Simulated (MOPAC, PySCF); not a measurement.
H6B4, SMILES `BBBB`, neutral singlet in the gas phase. 

Cartesian coordinates (Å):
SMILES: B(BB)B
```xyz
10

B      1.9607    -0.0662     0.6377
B      0.7615    -0.4607    -0.3876
B     -0.6309     0.3293    -0.6599
B     -2.0537     0.1598     0.1095
H      2.8815     0.6279     0.3100
H      1.9651    -0.4749     1.7658
H      0.9119    -1.4666    -1.0392
H     -0.5892     1.1419    -1.5528
H     -2.3182     0.8301     1.0689
H     -2.8886    -0.6207    -0.2523
```
Charge 0, spin multiplicity 1.

All levels are single points at this geometry (PBE0-D4/def2-TZVP); Pople sets use spherical d functions. Orbital energies aren't observables, and empty levels follow the basis.

M06-2X/6-31G* in PySCF gives gap (eV) = 8.44.

**Question.** Estimate the gap (eV) from each of these levels: PBE0-D4/def2-TZVP in PySCF; SVWN5/6-31G* in PySCF; HF/STO-3G in PySCF; PM3 in MOPAC; PM6 in MOPAC.

**Answer.** 
```json
[
 {"level": "PBE0-D4/def2-TZVP in PySCF", "gap (eV)": "6.19"},
 {"level": "SVWN5/6-31G* in PySCF", "gap (eV)": "3.84"},
 {"level": "HF/STO-3G in PySCF", "gap (eV)": "15.89"},
 {"level": "PM3 in MOPAC", "gap (eV)": "11.91"},
 {"level": "PM6 in MOPAC", "gap (eV)": "9.03"}
]
```
